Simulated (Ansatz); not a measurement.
Cost and result for the atomization energy of CH₇N₃Si (`N=C(N)[SiH2]N`) (12 atoms, 11 bonds).

```xyz
12

N     0.4081    1.1595   -1.3899
C     0.7126    0.1543   -0.6616
N     1.9488   -0.4113   -0.7592
Si   -0.5073   -0.5835    0.5936
N    -1.6790    0.6182    0.9343
H    -0.5348    1.4731   -1.1715
H     2.1531   -1.2846   -0.3116
H     2.5422   -0.1204   -1.5197
H     0.2771   -1.0774    1.7655
H    -1.2335   -1.7396    0.0061
H    -1.4442    1.4493    1.4516
H    -2.6432    0.3623    1.0624
```

Charge 0, multiplicity 1. The structure was optimised at the PBE0-D4/def2-TZVP level. It is one conformer, not always the lowest. Program: Ansatz. All runs use 4 threads of an Arm Neoverse V1 on a shared host. Times are those of one run each, without the atoms' runs, and a repeat can differ threefold. Electronic energies, without spin–orbit coupling; frozen cores. CCSD(T)/CBS adds CCSD(T) − MP2 in def2-TZVPP to the MP2 limit, and its time is that of the two runs behind it. T1 = 0.013. B3LYP takes the VWN-RPA correlation (the form of Gaussian; ORCA's B3LYP/G).

CCSD(T)/CBS is a level of theory with its own doubt, some kJ/mol a heavy atom from the limit and from the frozen cores, so smaller differences don't rank the functionals.

| level | functions | wall time |
| --- | --- | --- |
| PBE-D4/def2-TZVPP (with forces) | 264 | 2.7 s |
| PBE0-D4/def2-TZVPP | 264 | 3 s |
| B3LYP-D4/def2-TZVPP (with forces) | 264 | 4.5 s |
| r2SCAN-D4/def2-TZVPP (with forces) | 264 | 4.8 s |
| B2PLYP/def2-TZVPP | 264 | 5.5 s |
| ωB97X-V/def2-TZVPP | 264 | 8 s |
| ωB97M-V/def2-TZVPP (with forces) | 264 | 11 s |
| MP2/def2-QZVPP | 508 | 26 s |
| CCSD(T)/def2-TZVPP | 264 | 3.1 min |
| CCSD(T)/CBS(def2) | – | 3.5 min |

Problem. What atomization energy does each give, and how far from CCSD(T)/CBS? (An estimate is asked.)

Solution. Computed: 
```
                             level  atomization (kcal/mol)  difference from CCSD(T)/CBS  per bond
   PBE-D4/def2-TZVPP (with forces)                  1055.7                         29.5       2.7
                PBE0-D4/def2-TZVPP                  1028.3                          2.1       0.2
 B3LYP-D4/def2-TZVPP (with forces)                  1035.4                          9.2       0.8
r2SCAN-D4/def2-TZVPP (with forces)                  1023.2                         -3.0      -0.3
                 B2PLYP/def2-TZVPP                  1018.2                         -8.0      -0.7
                ωB97X-V/def2-TZVPP                  1034.6                          8.4       0.8
  ωB97M-V/def2-TZVPP (with forces)                  1033.9                          7.7       0.7
                    MP2/def2-QZVPP                  1025.5                         -0.7      -0.1
                CCSD(T)/def2-TZVPP                   990.6                        -35.6      -3.2
                 CCSD(T)/CBS(def2)                  1026.2                          0.0       0.0
```

In def2-TZVPP, CCSD(T) changes the Hartree–Fock value by +304.5 kcal/mol (the triples alone add +18.3 kcal/mol) and MP2 by +318.0 kcal/mol; breaking electron pairs costs correlation energy, which Hartree–Fock lacks. The D4 term adds +9.3 kcal/mol with B3LYP and +4.9 kcal/mol with PBE0; it sums over pairs of atoms, weighted by their polarisabilities, and B3LYP, whose exchange is more repulsive, gets the larger term. From PBE to PBE0 (25 % exact exchange), in def2-TZVPP and without D4, the atomization energy moves by −26.5 kcal/mol: exact exchange takes away binding that semilocal exchange gives to molecules.
